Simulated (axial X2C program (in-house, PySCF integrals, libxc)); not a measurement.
## Bond lengths and stretching modes, held linear, of SSbS⁺

Computed with an axial X2C code built on PySCF integrals: two-component X2C with atomic mean-field Coulomb and Gaunt terms, Gaussian nuclei, basis S dyall-av3z, Sb dyall-v3z with contracted cores. Spin-free rows use the one-electron spin-free X2C Hamiltonian.

Masses S 31.972, Sb 120.904, S 31.972 u. States: 2c Ω = 0 (all partner blocks equally filled); spin-free M_S = 0, Λ = 0 (closed shell).

PBE0, spin-free: energies above the lowest point

```tsv
r(S–Sb) (Å)	r(Sb–S) (Å)	E (meV)
2.0962	2.0962	82.57
2.0962	2.1500	41.45
2.0962	2.2037	77.01
2.1500	2.0962	41.45
2.1500	2.1500	0.00
2.1500	2.2037	35.33
2.1500	2.2575	129.27
2.2037	2.0962	77.01
2.2037	2.1500	35.33
2.2037	2.2037	70.58
2.2575	2.1500	129.27
2.2575	2.2575	258.85
```

Problem. Fit a quadratic surface with cubic terms in each bond: where is the minimum, and what are the two stretching wavenumbers?

Solution. At PBE0, spin-free: bonds 2.150 and 2.150 Å; harmonic stretches 475.6 and 588.6 cm⁻¹; force constants 4.27, 4.27 and coupling 0.00 mdyn/Å.

The other levels and Hamiltonians give:

```json
{"Hamiltonian": "2c", "level": "PBE0", "r(S–Sb) (Å)": "2.151", "r(Sb–S) (Å)": "2.151", "lower stretch (cm⁻¹)": "474.2", "upper stretch (cm⁻¹)": "587.2"}
{"Hamiltonian": "2c", "level": "HF", "r(S–Sb) (Å)": "2.131", "r(Sb–S) (Å)": "2.131", "lower stretch (cm⁻¹)": "502.1", "upper stretch (cm⁻¹)": "585.3"}
{"Hamiltonian": "2c", "level": "BHandHLYP", "r(S–Sb) (Å)": "2.145", "r(Sb–S) (Å)": "2.145", "lower stretch (cm⁻¹)": "480.1", "upper stretch (cm⁻¹)": "582.2"}
{"Hamiltonian": "2c", "level": "MP2", "r(S–Sb) (Å)": "2.164", "r(Sb–S) (Å)": "2.164", "lower stretch (cm⁻¹)": "478.8", "upper stretch (cm⁻¹)": "629.1"}
{"Hamiltonian": "spin-free", "level": "HF", "r(S–Sb) (Å)": "2.130", "r(Sb–S) (Å)": "2.130", "lower stretch (cm⁻¹)": "505.6", "upper stretch (cm⁻¹)": "587.4"}
{"Hamiltonian": "spin-free", "level": "BHandHLYP", "r(S–Sb) (Å)": "2.144", "r(Sb–S) (Å)": "2.144", "lower stretch (cm⁻¹)": "482.5", "upper stretch (cm⁻¹)": "584.0"}
{"Hamiltonian": "spin-free", "level": "MP2", "r(S–Sb) (Å)": "2.164", "r(Sb–S) (Å)": "2.164", "lower stretch (cm⁻¹)": "476.0", "upper stretch (cm⁻¹)": "629.3"}
```

Each state is one determinant, the lowest of a limited PBE0 search; the stretches come from a fit to these few points and carry an uncertainty of a few per cent. Other orders of the atoms were not compared. MP2 freezes inner shells (threshold -2 hartree). The molecule was held linear; bending was not examined, so a bent shape may lie lower.
